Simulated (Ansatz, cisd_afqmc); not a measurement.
Species: BH₂I, charge 0, singlet. BH2I (iodoborane, SMILES BI).
B3LYP-D3(BJ)/def2-TZVP minimum from Ansatz (a first-principles code):
```xyz
4

B     -1.0241    -1.5137     0.2803
H     -0.6576    -2.2800     1.1030
H     -1.9989    -1.6464    -0.3760
I      0.1467     0.2169    -0.0402
```
Charge 0, spin multiplicity 1.

Total energies in def2-SVP, 12 correlated electrons, 10 frozen orbitals. Radicals and triplets start from unrestricted determinants; spin-orbit coupling is neglected. Cores are frozen in correlated methods (noble-gas shells, and filled d and f shells in the p block). Past Kr the def2 sets carry scalar-relativistic core potentials. AFQMC/CISD: phaseless, guided by CISD from CCSD amplitudes; bars are statistical, one sigma. Outlying blocks are dropped, and bars are widened where a walk drifts. Over all cases where full CI ran beside it in this data, AFQMC minus full CI had a median of +0.1 mEh and passed +0.4 mEh in a tenth of the cases. Spin-orbit terms, left out, reach several kcal/mol for Br and I, and more for heavier atoms.

| method | program | energy (Eh) | minus CCSDTQ (mEh) |
|---|---|---|---|
| HF | Ansatz | -322.48453 | 216.49 |
| MP2 | Ansatz | -322.66834 | 32.68 |
| CCSD | Ansatz | -322.69454 | 6.48 |
| CCSD(T) | Ansatz | -322.70000 | 1.01 |
| CCSDT(Q) | Ansatz | -322.70105 | -0.04 |
| CCSDTQ | Ansatz | -322.70102 | 0.00 |
| AFQMC/CISD | cisd_afqmc | -322.7009 ± 0.0003 | 0.1 ± 0.3 |

Rough core times of Ansatz's runs on a shared machine: CCSD(T) under 20 s, CCSDT(Q) 20 s, CCSDTQ 10 min.
